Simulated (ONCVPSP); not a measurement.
## Reading a pseudo-wave (palladium (Pd))

Columns: radius, all-electron u(r) and pseudo u(r) of the 4s shell (level -85.41 eV) of palladium in the configuration [Ar] 3d10 4s2 4p6 4d10; PW91, scalar-relativistic, ONCV scheme, ONCVPSP 4.0.1.

```json
{"r (bohr)": "0.072", "all-electron": "0.3650", "pseudo": "0.0611"}
{"r (bohr)": "0.145", "all-electron": "0.1432", "pseudo": "0.1323"}
{"r (bohr)": "0.217", "all-electron": "-0.4546", "pseudo": "0.2184"}
{"r (bohr)": "0.290", "all-electron": "-0.6636", "pseudo": "0.3244"}
{"r (bohr)": "0.362", "all-electron": "-0.4801", "pseudo": "0.4454"}
{"r (bohr)": "0.435", "all-electron": "-0.0958", "pseudo": "0.5796"}
{"r (bohr)": "0.507", "all-electron": "0.3165", "pseudo": "0.7155"}
{"r (bohr)": "0.580", "all-electron": "0.6758", "pseudo": "0.8482"}
{"r (bohr)": "0.652", "all-electron": "0.9371", "pseudo": "0.9657"}
{"r (bohr)": "0.725", "all-electron": "1.1045", "pseudo": "1.0625"}
{"r (bohr)": "0.798", "all-electron": "1.1860", "pseudo": "1.1289"}
{"r (bohr)": "0.870", "all-electron": "1.1996", "pseudo": "1.1575"}
{"r (bohr)": "0.942", "all-electron": "1.1656", "pseudo": "1.1458"}
{"r (bohr)": "1.015", "all-electron": "1.0986", "pseudo": "1.0943"}
{"r (bohr)": "1.088", "all-electron": "1.0125", "pseudo": "1.0122"}
{"r (bohr)": "1.160", "all-electron": "0.9185", "pseudo": "0.9183"}
{"r (bohr)": "1.232", "all-electron": "0.8224", "pseudo": "0.8222"}
{"r (bohr)": "1.305", "all-electron": "0.7274", "pseudo": "0.7273"}
{"r (bohr)": "1.378", "all-electron": "0.6379", "pseudo": "0.6378"}
{"r (bohr)": "1.450", "all-electron": "0.5566", "pseudo": "0.5565"}
{"r (bohr)": "1.522", "all-electron": "0.4830", "pseudo": "0.4829"}
{"r (bohr)": "1.595", "all-electron": "0.4163", "pseudo": "0.4163"}
{"r (bohr)": "1.668", "all-electron": "0.3574", "pseudo": "0.3574"}
{"r (bohr)": "1.740", "all-electron": "0.3065", "pseudo": "0.3064"}
{"r (bohr)": "1.812", "all-electron": "0.2621", "pseudo": "0.2621"}
{"r (bohr)": "1.885", "all-electron": "0.2231", "pseudo": "0.2231"}
```

(1) How many radial nodes do the two functions have?

(2) At about which radius was the pseudo-wave matched?

(3) Where does each function peak?

(4) Is the pseudo-wave norm-conserving?

## Answers

(1) The all-electron 4s function has n − l − 1 = 3 (the table is too coarse to show those close to the nucleus); the pseudo-wave has 0, since the states of the same l below it are removed with the core.

(2) 1.10 bohr, where the columns begin to agree (steps of 0.07 bohr).

(3) Outermost all-electron maximum near 0.87 bohr, pseudo maximum near 0.87 bohr (to the table’s step).

(4) Yes: the ONCV scheme keeps the norm inside the radius equal to the all-electron one, which fixes the energy derivative of the logarithmic derivative at the level.
